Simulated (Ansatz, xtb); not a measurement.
**FGaGeHO: which of two structures lies lower**

Structure a: `[F][GeH][O][Ga]`, a doublet. Structure b: a doublet given by its coordinates. Both are isolated molecules in the gas phase, relaxed with B3LYP-D3(BJ)/def2-SVP; the shapes shown needn't be the lowest conformers.

a (Å):

| atom | x (Å) | y (Å) | z (Å) |
| --- | --- | --- | --- |
| F | -1.3560 | -1.1531 | -2.0286 |
| Ga | -2.8518 | 1.4580 | 0.2623 |
| Ge | -0.6404 | 0.4549 | -2.1781 |
| O | -1.5047 | 1.4265 | -0.9846 |
| H | 0.8611 | 0.2762 | -1.7208 |

b (Å):

```xyz
5

F    -1.1792   -0.0364   -0.5400
Ga    0.6059    0.9434   -0.3241
Ge   -0.8749   -1.8876    0.0681
O     0.8960   -0.9772    0.3021
H     1.6815   -1.4273    0.6417
```

Close contacts (Å): F1–Ga2 2.05, F1–Ge3 1.97, Ga2–O4 2.04, Ge3–O4 2.00, O4–H5 0.97.

Quicker runs give these differences E(b) − E(a): GFN2-xTB −4.30 kcal/mol; HF/STO-3G +5.28 kcal/mol (at GFN2-xTB geometries); r2SCAN-D4/def2-SVP −3.23 kcal/mol (at GFN2-xTB geometries).

Task: Estimate which is lower in electronic energy at CCSD(T)/def2-SVP + ΔMP2/def2-TZVPP, and by roughly how much.

Result: Too close to call at this level: CCSD(T)/def2-SVP + ΔMP2/def2-TZVPP gives E(b) − E(a) = −1.06 kcal/mol.

The same difference at several levels:

```csv
level,geometry,E(b) − E(a) (kcal/mol),departure from the last row (kcal/mol),"job, with rough time for the two"
GFN2-xTB,GFN2-xTB,−4.30,−3.24,"optimisation, 0.2 s"
HF/STO-3G,GFN2-xTB,+5.28,+6.34,"single point, 15 s"
r2SCAN-D4/def2-SVP,GFN2-xTB,−3.23,−2.17,"single point, 3.5 s"
B3LYP-D3(BJ)/def2-SVP,B3LYP-D3(BJ)/def2-SVP,−7.50,−6.44,"optimisation, 61 s"
HF/def2-SVP,B3LYP-D3(BJ)/def2-SVP,−5.03,−3.97,part of the CCSD(T) run
MP2/def2-SVP,B3LYP-D3(BJ)/def2-SVP,−1.83,−0.77,part of the CCSD(T) run
CCSD(T)/def2-SVP,B3LYP-D3(BJ)/def2-SVP,−4.73,−3.67,single point
CCSD(T)/def2-SVP + ΔMP2/def2-TZVPP,B3LYP-D3(BJ)/def2-SVP,−1.06,,"single point, 62 s"
```

HF/STO-3G puts the two in the other order. The largest departure from CCSD(T)/def2-SVP + ΔMP2/def2-TZVPP is that of B3LYP-D3(BJ)/def2-SVP, 6.44 kcal/mol. The last row adds to CCSD(T) the change of the MP2 difference between the two basis sets, here +3.67 kcal/mol, a large step that makes the value less sure.

With harmonic frequencies from B3LYP-D3(BJ)/def2-SVP (ideal gas, rigid rotor, one conformer each, 298.15 K, 1 atm): on the last row, ΔE + ΔZPE = +0.64 kcal/mol. A mode under 50 cm⁻¹ makes harmonic enthalpies and free energies unreliable, so none is given.

Open shells are spin-unrestricted, with notable spin contamination under HF/STO-3G. The correlated steps freeze 20 core orbitals; the filled d shell of Ga and Ge is correlated, in a basis made for valence electrons. Programs: Ansatz 0.2.0, xtb 6.7.1; the last row on 2 threads of Intel(R) Xeon(R) 6975P-C (Granite Rapids) on a shared host.
